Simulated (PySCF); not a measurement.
The same groups moved round the core (butadiene methyl+boryl). Isolated molecules, 0 K electronic values unless said otherwise. One relaxed conformer stands for each flexible species; it need not be the lowest. Strings in code marks are SMILES. All members: neutral, multiplicity 1. Level: TPSSh-D3(BJ)/def2-TZVP // CAM-B3LYP-D3(BJ)/def2-TZVP (PySCF), beside PBE-D3(BJ)/def2-TZVP // CAM-B3LYP-D3(BJ)/def2-TZVP (PySCF) at the same geometries. Delta-SCF ions had no search for a lower state.  The removal energy is E(N − 1 electrons) − E(N electrons) at the parent's geometry.

| species | vertical ionisation energy (Delta-SCF), PBE (eV) | vertical ionisation energy (Delta-SCF), TPSSh-D3(BJ) (eV) |
|---|---|---|
| `BC(=C)/C=C/C` (H–B–C–C torsion 0°, C–C–C–C torsion -180°) | 8.60 | 8.50 |
| `B/C(C)=C\C=C` (H–B–C–C torsion -180°, C–C–C–C torsion 180°) | 8.77 | 8.67 |
| `B/C=C\C=C/C` (H–B–C–C torsion 180°, C–C–C–C torsion -180°) | 8.80 | 8.70 |
| `B/C=C/C=C/C` (H–B–C–C torsion 0°, C–C–C–C torsion -180°) | 8.84 | withheld |
| `B/C=C/C=C\C` (H–B–C–C torsion 180°, C–C–C–C torsion 180°) | 8.87 | 8.76 |
| `BC(=C)C(=C)C` (H–B–C–C torsion 0°, C–C–C–C torsion 180°) | 8.88 | 8.76 |
| `B/C=C(\C)C=C` (H–B–C–C torsion 0°, C–C–C–C torsion -180°) | 9.12 | 8.99 |

Task: Fit y = a + b·x, y being the vertical ionisation energy (Delta-SCF) at the first level, to the 6 complete rows by least squares, with x = the PBE value in eV. Give a, b and the rms residual, and predict the withheld value.

Result: Means of the 6 rows: x̄ = 8.84, ȳ = 8.73 eV. Σ(x − x̄)² = 0.145 and Σ(x − x̄)(y − ȳ) = 0.1355, so b = 0.934 and a = ȳ − b·x̄ = 0.473 eV. The rms residual is 0.005 eV. At x = 8.84 the line gives 8.73 eV. The run for `B/C=C/C=C/C` (H–B–C–C torsion 0°, C–C–C–C torsion -180°) gave 8.74 eV, so the line is off by 0.01 eV, within twice the rms residual.

Codes: PySCF.
